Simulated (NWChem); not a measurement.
# BiCl3; SMILES [Cl][Bi]([Cl])[Cl]

Computed with NWChem. Structure relaxed at the PBE0/def2-SVP level. No frequency run checked for a minimum. def2 effective core potentials on Bi; no spin-orbit coupling. Ions are spin-unrestricted doublets at the neutral geometry; other ion states weren't tried.

Question: Predict the results for PBE/def2-SVP. Quantities: vertical ionisation energy, ΔSCF (eV); −ε(HOMO) (eV).

Answer: vertical ionisation energy, ΔSCF (eV): 10.17
−ε(HOMO) (eV): 7.33
